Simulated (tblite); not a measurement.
Compound: C6H6F3OPS.
Z-matrix (Å and degrees, GFN2-xTB geometry), rows numbered from 1:
```
C 
P   1  1.8256
O   2  1.4593  1  115.94
C   2  1.7966  1  109.78  3   133.13
C   4  1.4195  2  127.58  1    51.50
C   5  1.3545  4  111.86  2   179.41
S   6  1.7218  5  112.33  4     0.14
C   4  1.3660  2  119.76  1  -128.96
C   2  1.8937  1  101.18  3  -119.79
F   9  1.3350  2  110.63  1  -174.67
F   9  1.3421  2  114.24  1   -53.87
F   9  1.3365  2  110.15  1    66.10
H   1  1.0863  2  112.37  3   178.59
H   1  1.0890  2  107.38  3   -60.14
H   1  1.0902  2  107.76  3    56.95
H   5  1.0749  4  123.98  2     0.16
H   6  1.0718  5  128.22  4  -179.48
H   8  1.0722  4  126.71  2     0.37
```

All values are computed: GFN2-xTB (tblite) harmonic vibrations without scaling, gas phase. This tight-binding method is rough: wavenumbers can miss measured ones by several per cent, in bad cases by 10 to 20. One conformer, not necessarily the lowest.

Harmonic wavenumbers (cm⁻¹): 32.6, 37.4, 69.2, 110.4, 125.4, 143.9, 163.4, 222.6, 239.4, 248.2, 278.4, 358.6, 402.0, 419.6, 459.1, 473.8, 495.7, 563.3, 613.0, 668.5, 750.6, 756.6, 766.5, 811.6, 834.5, 837.7, 846.8, 874.9, 903.8, 1056.5, 1071.0, 1077.3, 1087.9, 1116.7, 1164.9, 1290.2, 1314.2, 1350.8, 1405.3, 1419.4, 1439.3, 1517.0, 2994.1, 3007.3, 3035.8, 3135.4, 3163.3, 3167.4.

A = 1313, B = 474.0, C = 440.3 MHz; mass 213.983 u (most abundant isotopes); point group C1, symmetry number 1.

Question: What is the zero-point energy?

Answer: Half the sum of the wavenumbers: 24161 cm⁻¹ = 289.03 kJ/mol.

Question: What is S at 298.15 K and 1 bar for an ideal gas of classical rigid rotors and harmonic oscillators?

Answer: Translation 175.78, rotation 131.54, vibration 177.87: S = 485.2 J/(mol K).

Question: And Cp and H(298.15 K) − H(0)?

Answer: Cp = 201.12 J/(mol K), of which vibrations give 167.86 (their classical limit is 48 R = 399.1); H(298.15 K) − H(0) = 36.65 kJ/mol without the zero-point energy, 26.74 from vibrations.

Question: Which modes carry the vibrational entropy at 298.15 K?

Answer: 32.6 cm⁻¹: 23.70; 37.4 cm⁻¹: 22.56; 69.2 cm⁻¹: 17.47; 110.4 cm⁻¹: 13.65; 125.4 cm⁻¹: 12.62; 143.9 cm⁻¹: 11.51 J/(mol K); the other 42 give 76.36 together.

Question: What must be added to the electronic energy to get the Gibbs energy at 298.15 K and 1 bar?

Answer: ZPE + [H(298.15 K) − H(0)] − T·S = 289.03 + 36.65 − 144.66 = 181.02 kJ/mol.

Question: How do the functions run with temperature in this model?

Answer: 
```tsv
T (K)	S (J/(mol K))	Cp (J/(mol K))	H − H(0) (kJ/mol)	G − H(0) (kJ/mol)	ln q(vib)
50	273.0	67.1	2.43	-11.22	1.16
100	329.6	98.9	6.61	-26.35	3.10
373.15	533.9	233.1	52.97	-146.25	13.28
500	608.3	275.4	85.37	-218.79	17.60
750	730.9	327.2	161.36	-386.79	25.37
1000	829.5	357.3	247.22	-582.24	32.22
```

q(vib) and H(0) count from the zero-point level.

Hindered rotation and anharmonicity are outside this model. Other conformers, if any are populated, would add a mixing term that is left out. The structure is chiral; the term R ln 2 for an equal mix with its mirror image is left out.

The run took 1.1 s on one thread, Intel Xeon Platinum 8488C (x86_64), no GPU (shared host). This covers the Hessian and the dipole derivatives.
